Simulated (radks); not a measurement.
Values are calculated unless marked as measured or tabulated.
Valence configurations of neutral aluminium (all share [Ne]). Code: a radial shooting solver on a logarithmic mesh with Libxc functionals. Model: scalar-relativistic Kohn-Sham, r2SCAN, spin-polarised, spherical densities, finite nucleus; open shells are filled with parallel spins first; meta-GGA in the generalised Kohn-Sham scheme; Fermi nuclear charge, rms radius 3.061 fm. Energies are relative to 3s2 3p1; eigenvalues in eV for spin up.

valence      E (eV)  moment (Bohr magnetons)   e(3p)   e(3s)
3s2 3p1       0.000                        1  -3.057  -8.362
3s1 3p2       3.049                        3  -4.053  -9.732
3s1.5 3p1.5   1.872                        2  -3.648  -9.181
3p3           8.735                        3  -4.640       -

NIST lists [Ne] 3s2 3p1 as the ground configuration; this level of theory agrees among the configurations tried. The energies are those of spherical high-spin densities, not of single terms.
